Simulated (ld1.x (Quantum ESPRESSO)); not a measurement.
**Before and after: TM potential for cobalt (Co)**

- Element: cobalt (Co)
- Generator: ld1.x (Quantum ESPRESSO) 7.5
- Type: norm-conserving Troullier–Martins (Kleinman–Bylander form)
- Functional: PBE
- Relativity: scalar-relativistic
- Frozen core: [Ne] 3s2
- Valence charge: 15
- Reference configuration: 3p6 3d7 4s2 4p0
- Partial waves: 4s (bound): rc 2.00 bohr; 3p (bound): rc 0.85 bohr; 3d (bound): rc 1.65 bohr
- Local potential: all-electron potential smoothed inside 1.05 bohr (lloc = -1)
- Core correction: none

Change: core correction a·sin(br)/r model core inside 0.34 bohr.

Cutoffs: the cutoffs (Ry, on a coarse ladder) from which the occupation-weighted sum of valence levels, in a spherical-Bessel basis at the reference potential, stays within 10 and 1 mRy of its value at 400 Ry; they do not see the model core or the augmentation charge, which bear on the density cutoff. Errors are all-electron minus pseudo energies relative to the spin-unpolarised reference configuration.

Predict the effect on cutoff, ghosts and configuration errors.

The potential gets neither clearly harder nor softer (160 Ry and 260 Ry → 160 Ry and 260 Ry); both files keep a bound ghost (s); of the 7 tests that both files solve, the error grows in 2 and shrinks in 2 by more than 15 % and 0.3 meV (median size 93.0 → 65.6 meV). A model core, the more so a compact one, raises the density cutoff, which this test does not measure.

```tsv
quantity	base	changed
cutoff, loose	160 Ry	160 Ry
cutoff, tight	260 Ry	260 Ry
bound ghosts	s	s
error for 3p6 3d7 4s1 4p0, meV [ΔE 9.03 eV]	-2.3	-4.2
error for 3p6 3d7 4s0 4p0, meV [ΔE 25.82 eV]	-13	-29
error for 3p6 3d6 4s0 4p0, meV [ΔE 61.69 eV]	+93	+47
error for 3p6 3d6 4s2 4p1, meV [ΔE 9.66 eV]	+142	+132
error for 3p6 3d5 4s0 4p0, meV [ΔE 117.04 eV]	+435	+315
error for 3p5 3d7 4s2 4p0, meV [ΔE 73.52 eV]	-299	-314
error for 3p6 3d7 4s1 4p1, meV [ΔE 4.35 eV]	+66	+66
s: phases at 2.19 bohr within 0.05 rad from the reference energy up to (Ry; the scan ends near 5)	3.4	3.4
p: phases at 2.19 bohr within 0.05 rad from the reference energy up to (Ry; the scan ends near 5)	0.2	0.2
d: phases at 2.19 bohr within 0.05 rad from the reference energy up to (Ry; the scan ends near 5)	1.7	1.7
```

Changed file: These tests converged, but a pseudo level misses the all-electron one widely, so the file describes the atom poorly there or has found another state: 3p6 3d5 4s0 4p0: empty 4s by 7.4 eV (a node warning on the way). A true bound ghost makes a file unfit for plane-wave use even where its test errors are small: the radial tests pick states by their node count and pass the ghost by.
